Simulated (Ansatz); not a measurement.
```yaml
crystal:
  periodic: [false, false, false]
  atoms:
    - {symbol: Sn, position_ang: [-0.313891, 1.063188, -1.538339]}
    - {symbol: N, position_ang: [1.423355, 0.523684, -0.522523]}
    - {symbol: Si, position_ang: [2.971747, 1.115401, -1.096218]}
    - {symbol: Si, position_ang: [1.355518, -0.522495, 0.894730]}
    - {symbol: H, position_ang: [3.667145, 1.961126, -0.077179]}
    - {symbol: H, position_ang: [2.708898, 1.954764, -2.309069]}
    - {symbol: H, position_ang: [3.895197, 0.003293, -1.480031]}
    - {symbol: H, position_ang: [2.767998, -0.720149, 1.355477]}
    - {symbol: H, position_ang: [0.783442, -1.866250, 0.585865]}
    - {symbol: H, position_ang: [0.591830, 0.089715, 2.021942]}
    - {symbol: N, position_ang: [-1.569567, -0.018713, -0.194772]}
    - {symbol: Si, position_ang: [-2.260429, 0.850035, 1.146694]}
    - {symbol: Si, position_ang: [-2.065958, -1.603754, -0.715025]}
    - {symbol: H, position_ang: [-3.717337, 1.152802, 0.961342]}
    - {symbol: H, position_ang: [-1.536074, 2.163387, 1.245206]}
    - {symbol: H, position_ang: [-2.114796, 0.121118, 2.444620]}
    - {symbol: H, position_ang: [-1.845639, -2.654325, 0.326874]}
    - {symbol: H, position_ang: [-1.235227, -1.944053, -1.922697]}
    - {symbol: H, position_ang: [-3.506231, -1.668755, -1.126887]}
basis:
  gaussian: {orbitals: def2-SVPD}
total_charge: 1
magnetization: {spin_polarized: true, initial_magnetization: 1}
hamiltonian: {xc: {name: PBE0}, dispersion: d4}
scf: {omitted_lower_state_checks: [starts]}
output: {forces: true}
```

```sh
$ ansatz run in.yaml --threads 4 --pin off --events-out ev --progress --plain --max-ram 4787MiB
```

It prints (some lines left out):

```
Functional definition: PBE0
2682 factors; integrals over basis functions are off by at most 8.3e-4 eV
mean field evaluation 1: about -40461.1688 eV, gradient 6.7e1 eV
mean field evaluation 2: about -40338.4066 eV, gradient 1.4e2 eV
mean field evaluation 4: about -40481.3958 eV, gradient 1.1e1 eV
mean field evaluation 8: about -40482.3658 eV, gradient 9.6e-1 eV
mean field evaluation 16: about -40482.4057 eV, gradient 6.6e-3 eV
mean field evaluation 32: about -40482.4057 eV, gradient 1.2e-5 eV
mean field -40482.40571917 eV, -1487.7009702195 hartree, gradient 1.2e-5 eV, S^2 0.760233; 0 other end points of the search recorded, 0 dependent functions left out
reference -40482.40577460 eV, -1487.7009722564 hartree; 52, 51 occupied and 212, 213 virtual orbitals, 2682 factors
Total energy: -40483.01489916 eV, -1487.7233571710 hartree
Atom 0 at    -0.313891     1.063188    -1.538339 Å, force     1.026017     0.047133     0.104458 eV/Å
Atom 1 at     1.423355     0.523684    -0.522523 Å, force    -1.196335     0.130616    -0.337344 eV/Å
Atom 2 at     2.971747     1.115401    -1.096218 Å, force     1.055048     0.406687    -0.428329 eV/Å
Atom 3 at     1.355518    -0.522495     0.894730 Å, force     0.486096    -0.410378     0.600545 eV/Å
Atom 4 at     3.667145     1.961126    -0.077179 Å, force    -0.219121    -0.083193     0.047549 eV/Å
Atom 5 at     2.708898     1.954764    -2.309069 Å, force    -0.159051    -0.041979     0.036484 eV/Å
Atom 6 at     3.895197     0.003293    -1.480031 Å, force    -0.218461    -0.043425     0.065309 eV/Å
Atom 7 at     2.767998    -0.720149     1.355477 Å, force    -0.093629     0.082400    -0.124298 eV/Å
Atom 8 at     0.783442    -1.866250     0.585865 Å, force    -0.121448     0.095779    -0.124952 eV/Å
Atom 9 at     0.591830     0.089715     2.021942 Å, force    -0.127432     0.080272    -0.145061 eV/Å
Atom 10 at    -1.569567    -0.018713    -0.194772 Å, force     0.211086     0.001111     0.035168 eV/Å
Atom 11 at    -2.260429     0.850035     1.146694 Å, force    -0.663810     1.374731     1.442845 eV/Å
Atom 12 at    -2.065958    -1.603754    -0.715025 Å, force    -0.437338    -1.825002    -0.970003 eV/Å
Atom 13 at    -3.717337     1.152802     0.961342 Å, force     0.118926    -0.199377    -0.239053 eV/Å
Atom 14 at    -1.536074     2.163387     1.245206 Å, force     0.047012    -0.182715    -0.160542 eV/Å
Atom 15 at    -2.114796     0.121118     2.444620 Å, force     0.112629    -0.259698    -0.259888 eV/Å
Atom 16 at    -1.845639    -2.654325     0.326874 Å, force     0.072528     0.333205     0.185423 eV/Å
Atom 17 at    -1.235227    -1.944053    -1.922697 Å, force     0.019173     0.204959     0.139890 eV/Å
Atom 18 at    -3.506231    -1.668755    -1.126887 Å, force     0.088108     0.288875     0.131800 eV/Å
Dipole moment:    -0.637404    -0.049719    -0.027172 e Å
Checks for a lower state left out: starts
```

Hardware: 4 threads of Intel Xeon on a shared host. Wall time 27 s, peak host memory 1.7 GiB.

In the def2 sets Sn takes a core potential; there is no spin–orbit coupling.

The dipole of an ion depends on the origin.
